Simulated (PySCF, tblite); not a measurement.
Species: C2H4ClF3Si.
SMILES with atom numbers: `[CH3:1][Si@:2]([F:3])([Cl:4])[CH:5]([F:6])[F:7]` (hydrogens: H8, H9, H10 on C1; H11 on C5)

Geometry (GFN2-xTB, Å), atoms numbered from 1 in this order:
```xyz
11
C2H4ClF3Si angstrom
C     -1.420   -0.752    0.294
Si    -0.252    0.705    0.032
F     -0.094    1.518    1.421
Cl    -0.760    2.025   -1.373
C      1.568    0.102   -0.286
F      1.865   -0.979    0.488
F      1.746   -0.308   -1.573
H     -1.051   -1.406    1.081
H     -1.526   -1.350   -0.608
H     -2.411   -0.410    0.582
H      2.341    0.858   -0.083
```

The calculation used wB97X-D/def2-SVPD in PySCF (dipole) on a GFN2-xTB geometry, gas phase.

Take the most abundant isotopes and a rigid rotor. The values belong to one conformer with, in the numbering `[CH3:1][Si@:2]([F:3])([Cl:4])[CH:5]([F:6])[F:7]`, C1–Si2–C5–F6 -38°.

Question: Give the principal moments of inertia and the rotational constants in GHz.

Answer: Ia = 237.76, Ib = 381.08, Ic = 462.62 u·Å²; 505379 MHz·u·Å²/I gives 2126, 1326 and 1092 MHz, that is A = 2.1256, B = 1.3262, C = 1.0924 GHz.

Question: What kind of rotor is it?

Answer: An asymmetric top. Ray's parameter κ = (2B − A − C)/(A − C) = -0.548; −1 is the prolate and +1 the oblate limit.

Question: What does the inertial defect say?

Answer: Not planar: Δ = Ic − Ia − Ib = -156.22 u·Å². For a rigid frame Δ = −2 Σ m c², so Σ m c² = 78.11 u·Å² lies off the ab plane: 14.73 from hydrogen and 63.38 from heavier atoms. The atom farthest from that plane is 2.51 Å away.

Question: Give the other two planar moments, Paa and Pbb, and the rms extents of the mass along the axes.

Answer: Paa = Σ m a² = (Ib + Ic − Ia)/2 = 302.97 and Pbb = Σ m b² = (Ia + Ic − Ib)/2 = 159.65 u·Å². With the mass M = 147.97 u, the rms extents √(P/M) along a, b and c are 1.43, 1.04, 0.73 Å.

Question: List the rotational levels J(Ka,Kc) to J = 2 (MHz).

Answer: Above 0(0,0):
J = 1: 1(0,1) 2419, 1(1,1) 3218, 1(1,0) 3452
J = 2: 2(0,2) 7212, 2(1,2) 7822, 2(1,1) 8523, 2(2,1) 10921, 2(2,0) 10965
The levels of one J sum to (2J + 1)J(J + 1)(A + B + C)/3.

Question: Which types of transition are allowed, and where do some lines up to J = 4 fall?

Answer: The dipole components are |μa| = 0.85 D, |μb| = 0.59 D, |μc| = 0.95 D. Intensities carry the squares of the components, which stand as 0.79 : 0.38 : 1.00 (a : b : c). Some lines, for components of 0.1 D or more:

```tsv
type	branch	J(Ka,Kc)	MHz	lower level (cm⁻¹)
a	Q	4(2,2) ← 4(2,3)	582	0.928
a	Q	3(1,2) ← 3(1,3)	1397	0.490
c	Q	2(2,1) ← 2(1,1)	2398	0.284
c	R	1(1,0) ← 0(0,0)	3452	0.000
c	Q	3(3,1) ← 3(2,1)	4396	0.613
b	Q	3(3,0) ← 3(2,1)	4401	0.613
a	R	2(0,2) ← 1(0,1)	4793	0.081
b	R	2(1,2) ← 1(0,1)	5403	0.081
c	R	2(1,1) ← 1(0,1)	6104	0.081
b	R	3(1,3) ← 2(0,2)	7490	0.241
a	R	4(2,3) ← 3(2,2)	9640	0.606
a	R	4(3,2) ← 3(3,1)	9749	0.760
b	R	3(2,1) ← 2(1,2)	10567	0.261
```

Question: Estimate the classical rotational partition function at 50 K, 100 K and 500 K.

Answer: Point group C1, symmetry number σ = 1; q = (√π/σ)·√((kT/h)³/(ABC)), k/h = 20836.6 MHz/K: 34000 at 50 K, 96100 at 100 K, 1070000 at 500 K.

Its GFN2-xTB frequencies are all real (lowest 25 cm⁻¹). No vibrational averaging or centrifugal distortion is included, and the geometry carries the error of its method. A rigid rotor knows nothing of internal rotation, which can split or shift real lines. Quadrupole hyperfine structure (35Cl) is left out.

The run took 2.0 min wall, 98 s CPU on an Intel Xeon at 2.50 GHz with one thread, no GPU, shared host with 64 logical CPUs at a one-minute load of 58, and the process peaked at 0.82 GiB of memory. This is the wB97X-D/def2-SVPD job that gave the dipole, with the excitations it also computed.
